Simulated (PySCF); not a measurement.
BH3O, SMILES BO. Geometry: PBE0-D3(BJ)/def2-TZVP.

PySCF with TDDFT-PBE0/def2-TZVPD puts the lowest singlet excitations at 6.44, 7.62, 8.80, 9.00, 9.22, 9.24 eV.

Q: What are the lowest excitation roots from PySCF with ADC(2)/aug-cc-pVDZ? (Estimate from the structure and the level; the computed values follow.)

A: 6.81, 8.01, 8.80, 8.91, 9.12, 9.40 eV. S1 differs by 0.37 eV (second minus first; roots are paired by order, and the bases may differ).
